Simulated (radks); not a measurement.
Problem. Species: Pt4+. Configuration: [Xe] 4f14 5d5.5 6d0.5 (fractional occupations, a model configuration). All-electron calculation, Dirac Kohn-Sham, exchange-only PBE, spin-unpolarised, spherical densities, finite nucleus; open shells fill j = l - 1/2 first; Fermi nuclear charge, rms radius 5.427 fm. Program: a radial shooting solver on a logarithmic mesh with Libxc functionals.

Spin-orbit splittings of the eigenvalues, e(l+1/2) - e(l-1/2), with zeta = 2 splitting/(2l+1) and mean radii in bohr:

shell  occ.  splitting (eV)  zeta (eV)  <r> j=l-1/2  <r> j=l+1/2
2p        6            1729       1153      0.05906      0.06749
3p        6           380.1      253.4       0.1768       0.1923
3d       10           81.94      32.77       0.1676       0.1723
4p        6           90.55      60.36       0.4179       0.4518
4d       10           16.84      6.737       0.4617       0.4729
4f       14           3.462     0.9891       0.5115       0.5186
5p        6               ?          ?        1.019        1.109
5d      5.5           1.818     0.7271        1.401        1.439
6p        0           2.548      1.699        2.495        2.670
6d      0.5          0.3303     0.1321        3.523        3.580

Estimate the 5p splitting.

Solution. 15.54 eV (zeta = 10.36 eV).
